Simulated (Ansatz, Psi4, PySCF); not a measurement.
C₃H₅ (SMILES [CH-]1CC1), charge -1, singlet, at a GFN2-xTB geometry (in this run its highest filled SCF level lies above zero, so its values depend strongly on the basis, on diffuse functions most of all). Base run: REVPBE/6-31G** (PySCF).

Geometry (Å):
```xyz
8

C     -0.0108     0.9602     0.0934
C      0.7558    -0.3445     0.0266
C     -0.7483    -0.3609     0.0218
H     -0.0126     1.4318    -0.9420
H      1.2554    -0.7436    -0.8763
H      1.2617    -0.7094     0.9296
H     -1.2518    -0.7368     0.9216
H     -1.2333    -0.7707    -0.8842
```
Charge -1, spin multiplicity 1.
All else is at PySCF's defaults.

The same geometry, method and basis name were run in Ansatz (a first-principles code) and Psi4 and PySCF, at each program's defaults and at the settings that a row names. The base is PySCF at its defaults. Differences at the defaults can come from grids, fitting, cores and function types together.

```csv
code and settings,ΔE vs base (µEh),basis functions,E (Eh),SCF cycles
"PySCF, defaults (exact integrals, its default grid, spherical functions)",0.0,67,-117.16296,9
"Psi4, defaults (density fitting with its default set, its default grid, Cartesian functions)",?,70,?,9
"Ansatz, defaults (factorised integrals, its default grid, Cartesian functions)",-1798,70,-117.16475,-
"PySCF, density fitting with def2-universal-jkfit",-54.7,67,-117.16301,9
"PySCF, fine grid",4.1,67,-117.16295,9
"Psi4, exact integrals, spherical functions, fine grid",4.3,67,-117.16295,11
"Ansatz, high accuracy, Cartesian functions as the basis file defines them",-1797,70,-117.16475,-
```

### Question
Some entries are withheld; supply them.

### Answer

- Psi4, defaults (density fitting with its default set, its default grid, Cartesian functions), ΔE vs base (µEh): -1868
- Psi4, defaults (density fitting with its default set, its default grid, Cartesian functions), E (Eh): -117.16483
